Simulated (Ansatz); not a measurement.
Species: H₇BSi₂, SMILES `[SiH3]B[SiH3]` (charge 0, multiplicity 1).

**Question.** Give a relaxed geometry from Ansatz (a quantum-chemistry and plane-wave program) with PBE0-D3(BJ)/def2-TZVP.

**Answer.** the end point of this relaxation (outside a Z-matrix the atoms follow the SMILES, hydrogens last).
Z-matrix (Å, degrees):
```
B
H 1 1.1971
Si 1 2.0041 2 118.98
H 3 1.4884 1 114.73 2 29.87
H 3 1.4885 4 108.77 1 -128.18
H 3 1.4963 4 107.99 5 -116.41
Si 1 2.0041 2 118.98 3 -179.98
H 7 1.4883 1 114.72 2 29.94
H 7 1.4885 8 108.77 1 -128.18
H 7 1.4962 8 107.99 9 -116.42
```
